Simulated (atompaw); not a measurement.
**chromium: one change to a PAW (atompaw) potential, before and after**

```json
{
 "Element": "Cr (Z = 24)",
 "Generator": "atompaw 4.2.0.5",
 "Type": "PAW",
 "Functional": "PBE",
 "Relativity": "scalar-relativistic",
 "Frozen core": "[Ne]",
 "Valence charge": "14",
 "Reference configuration": "3s2 3p6 3d5 4s0.75 4p0.25",
 "Partial waves": "3s (bound): rc 1.25 bohr; 4s (bound): rc 1.50 bohr; 3p (bound): rc 1.15 bohr; 4p (bound): rc 1.50 bohr; 3d (bound): rc 1.50 bohr; 3d channel at 0.2 Ry: rc 1.50 bohr",
 "Local potential": "troulliermartins scheme with l = 3 at 0 Ry, radius 1.15 bohr",
 "Core correction": "smooth core density matched at 1.50 bohr",
 "Augmentation charge": "sinc compensation charge, radius 1.45 bohr; PAW radius 1.50 bohr; waves and projectors: custom rrkj gramschmidtortho"
}
```

Change: augmentation sinc compensation charge, radius 1.45 bohr; PAW radius 1.50 bohr; waves and projectors: custom polynom vanderbiltortho.

Cutoffs: the cutoffs (Ry, on a coarse ladder) from which the occupation-weighted sum of valence levels, in a spherical-Bessel basis at the reference potential, stays within 10 and 1 mRy of its value at 400 Ry; they do not see the model core or the augmentation charge, which bear on the density cutoff.

Task: What does the change do?

Result: The potential gets neither clearly harder nor softer (60 Ry and 110 Ry → 60 Ry and 100 Ry); the p channel sets the loose cutoff, while the largest relative change is in s, which becomes softer; neither file shows a bound ghost.

```csv
quantity,base,changed
"cutoff, loose",60 Ry,60 Ry
"cutoff, tight",110 Ry,100 Ry
loose cutoff by channel (10 mRy a level),"s 30 Ry, p 50 Ry, d 40 Ry","s 25 Ry, p 45 Ry, d 35 Ry"
bound ghosts,none,none
s: phases at 1.50 bohr within 0.05 rad from the reference energy up to (Ry; the scan ends near 5),to the end of the scan,4.8
p: phases at 1.50 bohr within 0.05 rad from the reference energy up to (Ry; the scan ends near 5),to the end of the scan,4.3
d: phases at 1.50 bohr within 0.05 rad from the reference energy up to (Ry; the scan ends near 5),to the end of the scan,to the end of the scan
lowest overlap eigenvalue by channel,"s 0.09, p 0.00, d 0.92","s 0.67, p 0.64, d 0.94"
```

 The cutoffs see the waves, projectors and local potential, not the compensation charge or the core.
